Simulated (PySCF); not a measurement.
Gas-phase equilibrium of 1 mol NO, 6.8 mol O2 at 2500 K and 10.0 bar, among 8 species (O2, N2, O, NO, O3, N, N2O, NO2). Only gases are allowed; each row takes one source of thermochemistry for all species, and Cantera finds the minimum.

Method: PySCF energies plus ideal-gas RRHO corrections (1 bar). 'Table' is the NASA 1993 thermochemical table (part measured, part estimated). † marks an energy on the PBE0/def2-TZVP geometry and frequencies; other levels use their own. MP2 freezes the core. 6-31G* has spherical d functions here. Open shells (unrestricted) among the columns below: O2 (multiplicity 3), O (multiplicity 3, electronic degeneracy 9), NO (multiplicity 2, electronic degeneracy 4), N (multiplicity 4), NO2 (multiplicity 2); the rest are closed-shell singlets. Spin-orbit splitting is ignored; it lowers the true energy and changes the entropy of O, NO. MP2 isn't extrapolated to the basis-set limit. The harmonic model lacks anharmonicity and excited electronic states, which grow with temperature; levels with a mode under 35 cm⁻¹ are left out.

Molecules larger than those listed are left out. Table species left out: NO3.

With table thermochemistry: O 0.0044, O2 0.93, N2 0.057, NO 0.013, N 2.2e-8, NO2 7.7e-5, N2O 6.2e-7.

### Question
How far does the composition move with the other sources (HF/6-31G*, HF/def2-TZVP†, MP2/def2-SVP†, PBE/def2-SVP, PBE/def2-TZVP†, ωB97M-V/def2-TZVP†)?

### Answer
```
thermochemistry         x O     x O2   x N2     x NO     x N    x NO2    x N2O
------------------  -------  -------  -----  -------  ------  -------  -------
table                0.0044     0.93  0.057    0.013  2.2e-8   7.7e-5   6.2e-7
HF/6-31G*              0.96  0.00041  0.031  0.00030  0.0032  7.1e-11  2.4e-11
HF/def2-TZVP†          0.96   0.0010  0.032  0.00040  0.0015  1.7e-10  3.9e-11
MP2/def2-SVP†        0.0053     0.93  0.060   0.0078  6.5e-8   7.4e-5   1.1e-6
PBE/def2-SVP        0.00028     0.93  0.055    0.016  4.8e-9   0.0012   1.7e-5
PBE/def2-TZVP†      0.00048     0.93  0.057    0.014  5.3e-9  0.00071   7.7e-6
ωB97M-V/def2-TZVP†   0.0037     0.93  0.057    0.013  2.0e-8   5.2e-5   3.5e-7
```
The most sensitive of these is NO2: it spans a factor of 10^7.2 over these rows; at this temperature one factor of ten is RT ln 10 = 48 kJ/mol.
